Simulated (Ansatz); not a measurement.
Species: sum formula SiHF$_{2}$, net charge 0, doublet state. It need not be the lowest isomer of its formula. 
Structure (B3LYP-D3(BJ)/def2-TZVP (Ansatz, a first-principles code) minimum search):
```
Si
F 1 1.5990
F 1 1.5990 2 107.23
H 1 1.4916 2 107.47 3 115.28
```
Charge 0, spin multiplicity 2.

Dipole moments at this geometry, in debye (magnitudes).

```tsv
level	program	dipole (D)
SVWN5/def2-TZVPD	Ansatz	1.36
BLYP/def2-TZVPD	Ansatz	[?]
r2SCAN/def2-TZVPD	Ansatz	1.34
B97M-V/def2-TZVPD	Ansatz	1.31
B3LYP/def2-TZVPD	Ansatz	1.46
r2SCANh/def2-TZVPD	Ansatz	1.39
HSE06/def2-TZVPD	Ansatz	1.43
LC-wPBE/def2-TZVPD	Ansatz	1.46
wB97M-V/def2-TZVPD	Ansatz	1.44
CCSD(T)/aug-cc-pV(D+d)Z	Ansatz	[?]
```

### Question
Some entries are withheld; supply them.

### Answer

- BLYP/def2-TZVPD, dipole (D): 1.34
- CCSD(T)/aug-cc-pV(D+d)Z, dipole (D): 1.48
